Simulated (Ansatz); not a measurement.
```xyz
2

Cu    0.0000    0.0000   -1.2054
Cu    0.0000    0.0000    1.2054
```

Basis set: 6-31G* (spherical functions). Frozen core: 10 orbitals. Charge 0, multiplicity 1.

Computed with Ansatz (development build ahead of 0.2.0); each method stands on the lowest determinant of its kind that the runs found. Restricted open shells among the atoms or ions are ROHF, correlated in semicanonical orbitals with singles.

(1) Give the atomization energy at this shape (free ground-state atoms in the same class of orbitals less the molecule, no zero-point energy) of singlet Cu2 by RHF-MP2, RHF.

Answers

(1)

| method | atomization energy |
| --- | --- |
| RHF-MP2 | 1.91 eV |
| RHF | -2.54 eV |

Caution: stretched shape with no unrestricted run beside it, a lower state can exist. Caution for RHF-MP2: bonds are stretched, where a single reference can fail. Caution for RHF: the molecule lies well above its atoms at this level.
